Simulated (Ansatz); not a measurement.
Species: C4H4O2, SMILES `Oc1ccoc1` (H–O–C–C torsion 180°) (charge 0, multiplicity 1), formula C₄H₄O₂.

Q: How many basis functions does frozen-core CCSD(T)/cc-pVTZ // M06-2X/def2-TZVP in Ansatz (an electronic-structure program) use, how many core orbitals are frozen, and how many electrons are correlated?

A: 236 basis functions and 6 frozen orbitals, which leaves 32 correlated electrons. Core time is of the order of minutes.
